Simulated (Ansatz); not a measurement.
The cluster Ca₂S⁺ was relaxed with PBE-D4 (def2-TZVP) in Ansatz in these states: charge +1 doublet, charge +1 quartet. The geometries follow in no particular order.

A:

```tsv
atom	x (Å)	y (Å)	z (Å)
Ca1	0.2017	-1.2095	2.0788
Ca2	-0.4819	1.2500	-2.0070
S3	0.2802	-0.0405	-0.0718
```

B:

Cartesian coordinates in Å:
```
Ca 1.6293 1.4555 -1.4031
Ca -1.9326 -1.4765 0.9092
S 0.3033 0.0210 0.4938
```

Problem. Judge from the bond lengths which geometry belongs to which state (an estimate).

Solution. A is the charge +1 doublet (Ca2–S3 2.448 Å, Ca1–S3 2.449 Å); B is the charge +1 quartet (Ca2–S3 2.723 Å, Ca1–S3 2.723 Å).

At PBE0-D4/def2-TZVP a doublet lies 2.36 eV below the charge +1 quartet. These are the stationary points nearest to one start from a short search; other shapes may lie lower in each state.
